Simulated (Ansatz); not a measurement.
Species: sum formula AlHCl2, charge 0, multiplicity 1. 
Coordinates optimised at B3LYP-D3(BJ)/def2-TZVP (Ansatz, a program for electronic structure):
```
Al
H 1 1.5570
Cl 1 2.0903 2 120.87
Cl 1 2.0903 2 120.87 3 180.00
```
Charge 0, spin multiplicity 1.

Basis-set convergence of Hartree-Fock and CCSD correlation energies (hartree) with Ansatz. Valence correlation only, unless marked. No spin-orbit coupling. No relativistic terms.

| basis | functions | E(HF) | E(corr, CCSD) |
|---|---|---|---|
| aug-cc-pV(D+d)Z | 105 | -1161.66520 | -0.39453 |
| aug-cc-pV(T+d)Z | 188 | -1161.70315 | -0.49756 |
| aug-cc-pV(Q+d)Z | 313 | -1161.71215 | -0.53466 |

Extrapolating the two largest sets (X = 3 and 4) as X^-3: E(corr) = (64·(-0.53466) - 27·(-0.49756))/37 = -0.5617 Eh, an estimate of the basis-set limit. The largest set recovers 95.2 % of it, the smallest 70.2 %.
